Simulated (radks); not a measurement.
The numbers below are computed, except where a source is named.
Problem. Level of theory: scalar-relativistic Kohn-Sham, LB94 model potential, spin-polarised, spherical densities, finite nucleus; Fermi nuclear charge, rms radius of each element as measured or else 0.836 A^(1/3) + 0.57 fm (a radial shooting solver on a logarithmic mesh with Libxc functionals). Response by self-consistent Sternheimer equations with the Hartree and adiabatic LDA kernel, the relativistic mass of each level held fixed and spin-orbit coupling left out. Rank Cl7+, Ne, Al3+, Mg2+, S6+, Si4+, Ar8+, P5+ (NIST ground configurations) by static dipole polarisability, largest first.

Solution. Ne 2.594, Mg2+ 0.4977, Al3+ 0.2786, Si4+ 0.1699, P5+ 0.1102, S6+ 0.07483, Cl7+ 0.05275, Ar8+ 0.03831 bohr^3.
